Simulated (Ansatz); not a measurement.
C2H5AlSn (`[SnH3][C]1=[CH][AlH]1`) from Hartree–Fock to CCSD(T)

Z-matrix (Å, degrees):
```
Sn
C 1 2.124
H 1 1.714 2 110.2
H 1 1.709 2 109.8 3 120.4
H 1 1.709 2 109.8 3 -120.4
C 2 1.368 1 129.4 3 0.2
Al 2 1.869 1 162.8 3 -179.8
H 6 1.090 2 128.1 1 -0.0
H 7 1.568 2 157.9 1 0.0
```

The species carries charge 0 and has multiplicity 1. Correlated methods include outer-core shells of Sn, which these sets cover unevenly. Sn: def2 effective core potential. The geometry is a stationary point of PBE0-D4/def2-TZVP. Frozen core, restricted reference, the Gaussian-basis code of Ansatz.

```csv
basis,HF (Eh),MP2 corr.
def2-SVP,-533.65989,-0.43404
def2-TZVPP,-533.84099,-0.71997
def2-QZVPP,-533.85300,-0.95654
```

(1) Estimate the CCSD correlation energy and the (T) correction in each basis where they were run (hartree).

Answers

(1) 
| basis | CCSD corr. | (T) |
| --- | --- | --- |
| def2-SVP | -0.47783 | -0.01934 |
| def2-TZVPP | -0.74665 | -0.03133 |
